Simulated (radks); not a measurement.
The numbers below are computed, except where a source is named.
Problem. The mean radii <r> (bohr) of the occupied orbitals of an atom or ion are listed with their occupations. Level of theory: Dirac Kohn-Sham, PBE, spin-unpolarised, spherical densities, point nucleus (a radial shooting solver on a logarithmic mesh with Libxc functionals).

| orbital | occ. | <r> |
|---|---|---|
| 1s1/2 | 2 | 0.01898 |
| 2s1/2 | 2 | 0.07976 |
| 2p1/2 | 2 | 0.06612 |
| 2p3/2 | 4 | 0.07385 |
| 3s1/2 | 2 | 0.2082 |
| 3p1/2 | 2 | 0.1981 |
| 3p3/2 | 4 | 0.2125 |
| 3d3/2 | 4 | 0.1864 |
| 3d5/2 | 6 | 0.1908 |
| 4s1/2 | 2 | 0.4675 |
| 4p1/2 | 2 | 0.4738 |
| 4p3/2 | 4 | 0.5064 |
| 4d3/2 | 4 | 0.5265 |
| 4d5/2 | 6 | 0.5377 |
| 5s1/2 | 2 | 1.116 |
| 5p1/2 | 2 | 1.232 |
| 5p3/2 | 4 | 1.331 |
| 4f5/2 | 6 | 0.6450 |
| 4f7/2 | 7 | 0.6552 |
| 5d3/2 | 2 | 1.892 |
| 6p1/2 | 1 | 3.377 |

Name the element and its charge. Open shells, if any, fill j = l - 1/2 first.

Solution. Z = 72, hafnium, charge +2: Hf2+ in [Xe] 4f13 5d2 6p1. The 1s radius gives Z: for a bare nucleus <r> = (2 gamma + 1)/(2Z) with gamma = sqrt(1 - (Z/c)^2), 0.01876 bohr for Z = 72, and screening makes it slightly larger (0.01898 here). The occupations add up to 70, and the charge is Z minus that.
